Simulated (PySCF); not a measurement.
**How methods differ on the ionisation energy of W(57+)**

W(57+) [Ne] 3s2 3p5 (2P) → W(58+) [Ne] 3s2 3p4 (3P), as a difference of total energies. Calculation: PySCF 2.14, in an uncontracted even-tempered set (17 s from 15 bohr⁻², ratio 2.5; 12 p from 19 bohr⁻², ratio 2.5; 4 d from 79 bohr⁻², ratio 2.7; 4 f from 120 bohr⁻², ratio 2.7); scalar relativity by spin-free X2C-1e. Correlated levels: outer shells: 1s2 frozen; virtual orbitals above 40 to 60 times the deepest correlated orbital energy dropped. The calculations carry no spin-orbit coupling.

| method | ionisation energy (eV) |
| --- | --- |
| UHF | 5955.9 |
| LDA | 5957.7 |
| PBE | 5958.8 |
| PBE0 | 5958.6 |
| r2SCAN | 5959.1 |
| PBEsol | 5957.8 |
| MN15 | 5969.4 |
| MP2 (outer shells) | 5957.1 |
| SCS-MP2 (outer shells) | 5957.0 |

Spin-orbit coupling is strong in these open shells (close to jj coupling). The scalar numbers leave it out and a first-order estimate fails, so it can dominate the gap to the real levels.

Breit and QED terms and the two-electron picture change are absent.

For comparison: 5840 ± 5 eV (semi-empirical (NIST evaluation); NIST Atomic Spectra Database, ionization energies).
